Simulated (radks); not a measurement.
Spherical quantum dot in the effective-mass picture: electrons in a parabolic well V = omega^2 r^2 / 2 with omega = 0.738, all in effective atomic units (hartree* = m*/eps^2 hartree, bohr* = eps/m* bohr), one dielectric constant everywhere. Calculated with a radial shooting solver with Libxc functionals: non-relativistic Kohn-Sham, PBEsol, spin-polarised, spherical densities. Levels are named by radial order and angular momentum (1s, 1p, 1d, 2s, ...), and open shells are averaged over m.

N = 18, configuration 1s2 1p6 1d10. This is the lowest configuration that the search found. Occupied and some empty levels:

| level | occupation | eigenvalue (hartree*) | <r> (bohr*) |
|---|---|---|---|
| 1s | 2 | 7.8383 | 1.958 |
| 1p | 6 | 8.1742 | 2.461 |
| 1d | 10 | 8.5514 | 2.801 |
| 2s | 0 | 8.6281 | 2.402 |
| 1f | 0 | 8.9700 | 3.065 |
| 2p | 0 | 9.1082 | 2.693 |

Energy (hartree*): total 96.1311, kinetic 10.881, external 35.836, Hartree 56.152, exchange-correlation -6.7376.

Electron density:

| r (bohr*) | n(r) (e/bohr*^3) |
|---|---|
| 0.108 | 0.06391 |
| 0.516 | 0.07132 |
| 0.923 | 0.08847 |
| 1.33 | 0.1117 |
| 1.74 | 0.1308 |
| 2.15 | 0.1333 |
| 2.55 | 0.1132 |
| 2.96 | 0.07706 |
| 3.37 | 0.04059 |
| 3.78 | 0.01597 |
| 4.18 | 0.004678 |
| 4.59 | 0.001034 |
| 5.00 | 0.0001696 |
| 5.41 | 0.00002068 |
